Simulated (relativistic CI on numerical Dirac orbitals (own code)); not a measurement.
Method of calculation: Dirac-Coulomb-Breit CI, KLI orbitals optimised for each configuration, QED by a radiative potential, unscaled Slater integrals (own radial code, finite nucleus).

Configurations in the expansion (outside the closed core 1s2): 2s²2p², 2s2p³, 2p⁴, 2p³3s, 2p³3p, 2s²2p3s, 2p³3d, 2s²2p3p, 2s²2p3d, 2s2p²3s, 2s2p²3p, 2s2p²3d, 2s²2p4s, 2s²2p4p, 2s²2p4d, 2s²2p4f, 2s²3s², 2s2p²4s, 2s²3s3p, 2s2p²4p, 2s²3s3d, 2s2p²4d, 2s²2p5s, 2s2p²4f, 2s²3p², 2s²2p5p, 2s²2p5d, 2s²2p5f, 2s²2p5g, 2s²3p3d, 2s2p3s², 2s²3d², 2s2p3s3p, 2s2p3s3d, 2s2p3p², 2s2p3p3d. Levels of other configurations are missing.

At this charge energies of transitions that change n are usually good to better than 1 %, and those within a shell (Δn = 0) to a few per cent.

Outline of the computed level scheme of Os LXXI. Lowest level of each configuration: 2s²2p² ³P0 at 0.0 eV; 2s2p³ ³P°2 at 1915.7 eV; 2p⁴ ³P2 at 3965.0 eV; 2s²2p3s ³P°0 at 11083.3 eV; 2s²2p3p ³D1 at 11175.9 eV; 2s2p²3s ⁵P1 at 11373.5 eV; 2s2p²3p ³P°1 at 11475.2 eV; 2s²2p3d ³F°2 at 11739.4 eV; 2s2p²3d ³D1 at 12031.7 eV.

Some strong electric-dipole decays among the lowest 45 levels: 2s²2p3d ³D°1 → 2s²2p² ³P0 (2.2e+15 s⁻¹); 2s2p²3d ³D3 → 2s2p³ ³P°2 (1.7e+15 s⁻¹); 2s²2p3d ³F°3 → 2s²2p² ¹D2 (1.7e+15 s⁻¹); 2s²2p3d ³P°2 → 2s²2p² ³P1 (1.5e+15 s⁻¹); 2s2p²3d ³F2 → 2s2p³ ¹P°1 (1.5e+15 s⁻¹); 2s2p²3p ³P°1 → 2s²2p² ³P0 (6.2e+14 s⁻¹); 2s2p²3p ³D°1 → 2s²2p² ³P0 (6.0e+14 s⁻¹); 2s2p²3d ³D2 → 2s2p³ ³P°2 (3.1e+14 s⁻¹).

LS names give the leading component of a level, which can be under half, so a name can repeat, a term be missing and a line seem to break the LS rules.
